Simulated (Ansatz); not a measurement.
Ansatz (an electronic-structure program) input (B3LYP-D3(BJ)/def2-TZVP):

Ansatz 0.2 input:
```yaml
crystal:
  periodic: [false, false, false]
  atoms:
    - {symbol: Cu, position_ang: [-0.63862863, -0.58728042, -0.59949161]}
    - {symbol: Cl, position_ang: [0.68406116, 0.55523118, 0.62850537]}
basis:
  gaussian:
    orbitals: def2-TZVP
hamiltonian:
  xc: b3lyp
  dispersion: d3bj
total_charge: -1
magnetization: {spin_polarized: true, initial_magnetization: 1}
relax: {f_tol: 0.002, max_steps: 150}
```

Output:

```
Functional definition: B3LYP
integrals: 0.03 GiB planned
729 factors; integrals over basis functions are off by at most 3.3e-4 eV
mean field: 0.41 GiB planned
mean field evaluation 1: about -57129.5890 eV, gradient 1.5e2 eV
mean field evaluation 2: about -57039.3037 eV, gradient 2.8e2 eV
mean field evaluation 4: about -57166.8179 eV, gradient 1.4e1 eV
mean field evaluation 8: about -57167.7105 eV, gradient 2.2e-1 eV
mean field evaluation 16: about -57167.7702 eV, gradient 2.5e-4 eV
mean field -57167.77015327 eV, -2100.8768034265 hartree, gradient 1.6e-5 eV, S^2 0.752007; 0 other end points of the search recorded, 0 dependent functions left out
the calculation of the forces begins
reference -57167.77033476 eV, -2100.8768100959 hartree; 24, 23 occupied and 58, 59 virtual orbitals, 729 factors
relax step   1: F+E_penalty+E_count = -57167.82818733 eV  Δ(F+E_penalty+E_count) = +0.000e0 eV  max|allowed force component| = 5.953e-1 eV/Å  Δτ_max = 0.0000 Å  (34 SCF iters, accepted)
these checks for a lower state are left out or cut short: starts, cluster_reference, orbital_swaps, neighbouring_geometries, increment
integrals: 0.03 GiB planned
729 factors; integrals over basis functions are off by at most 3.5e-4 eV
mean field: 0.41 GiB planned
mean field -57167.80652274 eV, -2100.8781399797 hartree, gradient 1.0e-5 eV, S^2 0.752012; 0 other end points of the search recorded, 0 dependent functions left out
the calculation of the forces begins
reference -57167.80670507 eV, -2100.8781466802 hartree; 24, 23 occupied and 58, 59 virtual orbitals, 729 factors
relax step   2: F+E_penalty+E_count = -57167.86446135 eV  Δ(F+E_penalty+E_count) = -3.627e-2 eV  max|allowed force component| = 3.249e-1 eV/Å  Δτ_max = 0.0247 Å  (39 SCF iters, accepted)
these checks for a lower state are left out or cut short: starts, cluster_reference, orbital_swaps, neighbouring_geometries, increment
integrals: 0.03 GiB planned
729 factors; integrals over basis functions are off by at most 3.9e-4 eV
mean field: 0.41 GiB planned
mean field evaluation 32: about -57167.8255 eV, gradient 7.5e-4 eV
mean field -57167.82548070 eV, -2100.8788366718 hartree, gradient 1.0e-5 eV, S^2 0.752021; 0 other end points of the search recorded, 0 dependent functions left out
the calculation of the forces begins
reference -57167.82566351 eV, -2100.8788433901 hartree; 24, 23 occupied and 58, 59 virtual orbitals, 729 factors
relax step   3: F+E_penalty+E_count = -57167.88330015 eV  Δ(F+E_penalty+E_count) = -1.884e-2 eV  max|allowed force component| = 6.656e-2 eV/Å  Δτ_max = 0.0308 Å  (39 SCF iters, accepted)
these checks for a lower state are left out or cut short: starts, cluster_reference, orbital_swaps, neighbouring_geometries, increment
integrals: 0.03 GiB planned
729 factors; integrals over basis functions are off by at most 4.0e-4 eV
mean field: 0.41 GiB planned
mean field -57167.82654473 eV, -2100.8788757743 hartree, gradient 1.1e-5 eV, S^2 0.752025; 0 other end points of the search recorded, 0 dependent functions left out
the calculation of the forces begins
reference -57167.82672753 eV, -2100.8788824920 hartree; 24, 23 occupied and 58, 59 virtual orbitals, 729 factors
relax step   4: F+E_penalty+E_count = -57167.88432871 eV  Δ(F+E_penalty+E_count) = -1.029e-3 eV  max|allowed force component| = 3.370e-4 eV/Å  Δτ_max = 0.0098 Å  (39 SCF iters, accepted)
integrals: 0.03 GiB planned
729 factors; integrals over basis functions are off by at most 4.0e-4 eV
mean field: 0.41 GiB planned
mean field evaluation 64: about -57167.8265 eV, gradient 3.6e-5 eV
mean field -57167.82654473 eV, -2100.8788757743 hartree, gradient 1.1e-5 eV, S^2 0.752025; 1 other end points of the search recorded, 0 dependent functions left out
the calculation of the forces begins
reference -57167.82672753 eV, -2100.8788824920 hartree; 24, 23 occupied and 58, 59 virtual orbitals, 729 factors
Total energy: -57167.88451151 eV, -2100.8810060141 hartree
Atom 0 at    -0.679058    -0.622202    -0.637026 Å, force     0.000337     0.000291     0.000313 eV/Å
Atom 1 at     0.724490     0.590153     0.666040 Å, force    -0.000337    -0.000291    -0.000313 eV/Å
Dipole moment:    -0.189629    -0.163798    -0.176054 e Å
```

The spin state was set by rule; other spins were not relaxed.
